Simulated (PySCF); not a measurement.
SbCl5, optimised at PBE0/def2-TZVP:

```xyz
6

Sb    -0.0178     0.0090    -0.0001
Cl     0.4340     0.9862    -2.0356
Cl    -1.5443    -1.4382    -1.0335
Cl     1.5088     1.4564     1.0333
Cl    -1.7052     0.8411     1.3276
Cl     1.2183    -1.8001     0.7081
```

Energies from PySCF (xtb for GFN2), thermal terms from the rigid-rotor harmonic-oscillator model, ideal gas at 1 bar. All species are closed-shell singlets. Sb: scalar-relativistic def2 core potential, no spin-orbit coupling.

List the harmonic frequencies (cm⁻¹, unscaled) at this level and at the other levels, each on its own geometry.


- PBE0/def2-TZVP: 59, 59, 165, 165, 175, 175, 180, 308, 357, 378, 397, 397
- GFN2-xTB: 38, 38, 122, 122, 132, 132, 138, 261, 280, 296, 305, 305
- PBE/def2-SVP: 52, 52, 151, 151, 156, 156, 165, 302, 326, 368, 372, 372
